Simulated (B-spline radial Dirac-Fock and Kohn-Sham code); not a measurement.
## Hf 4s: cross section and angular parameters

System: neutral hafnium in the configuration [Xe] 4f14 5d2 6s2; threshold 538.0 eV (tabulated edge). Calculated with a B-spline atomic structure program, using Dirac-Hartree-Slater photoionisation with a Latter tail; cross sections with all multipoles, angular parameters from the dipole term and its interference with E2.

For linearly polarised light dσ/dΩ = σ/(4π) [1 + β P₂(cos θ) + (δ + γ cos²θ) sin θ cos φ], with θ from the polarisation vector and φ the angle between the beam and the projection of the electron momentum on the plane normal to the polarisation.

```csv
hν (eV),σ (kb),β,γ
600,68.7,1.797,0.543
693,60.9,1.834,0.598
752,56.5,1.850,0.611
758,56.1,1.852,0.612
800,53.1,1.861,0.616
1000,41.3,1.889,0.601
1170,34.0,1.903,0.570
1330,?,?,?
1486.9,24.5,1.919,0.498
1520,23.7,1.920,0.490
2570,10.6,1.940,0.250
4220,4.46,1.950,0.000
6000,2.35,1.955,-0.125
8360,1.25,1.959,-0.150
9251.7,1.02,1.959,-0.135
15000,0.387,1.961,0.135
```

Q: Give the values at 1330 eV.

A: σ = 28.6 kb, β = 1.912, γ = 0.535. For an s subshell δ is negligible.
